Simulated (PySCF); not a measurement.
# TeN⁺: energy against distance

Set-up: basis Te cc-pVDZ-PP with ECP28, N cc-pVDZ; scalar-relativistic core potentials; PySCF 2.14. Energies in eV from Te⁺ + N in their ground configurations at the same level. State: ¹Σ⁺ (singlet), closed shell.

All columns are r²SCAN. A positive dipole points towards N; it is taken about the centre of mass and depends on that origin.

| R (Å) | E (eV) | μ (D) | Mulliken charge on Te (basis-dependent) | HOMO (eV) | LUMO (eV) | Mayer bond order | ⟨S²⟩ |
| --- | --- | --- | --- | --- | --- | --- | --- |
| 1.568 | -0.887 | -2.44 | 1.21 | -15.26 | -11.10 | 2.96 | 0.00 |
| 1.641 | -1.940 | -2.34 | 1.18 | -15.43 | -11.33 | 2.94 | 0.00 |
| 1.714 | -2.487 | -2.21 | 1.16 | -15.56 | -11.54 | 2.93 | 0.00 |
| 1.768 | -2.655 | -2.10 | 1.14 | -15.63 | -11.69 | 2.93 | 0.00 |
| 1.823 | -2.673 | -1.93 | 1.12 | -15.56 | -11.89 | 2.81 | 0.12 |
| 1.878 | -2.621 | -1.70 | 1.09 | -15.39 | -11.93 | 2.49 | 0.45 |
| 1.951 | -2.490 | -1.43 | 1.07 | -15.22 | -11.92 | 2.16 | 0.79 |
| 2.042 | -2.267 | -1.14 | 1.04 | -15.07 | -11.88 | 1.84 | 1.13 |
| 2.151 | -1.963 | -0.84 | 1.01 | -14.93 | -11.83 | 1.55 | 1.44 |
| 2.297 | -1.560 | -0.48 | 0.97 | -14.80 | -11.74 | 1.24 | 1.76 |

⟨S²⟩ of the unrestricted solution departs from its pure value on part of the curve, where spin states mix. Spin–orbit coupling is left out, which matters for elements this heavy, above all for dissociation energies. For an ion De counts to the pair picked by the measured ionisation energies or electron affinities, which need not be the lowest pair at this level.
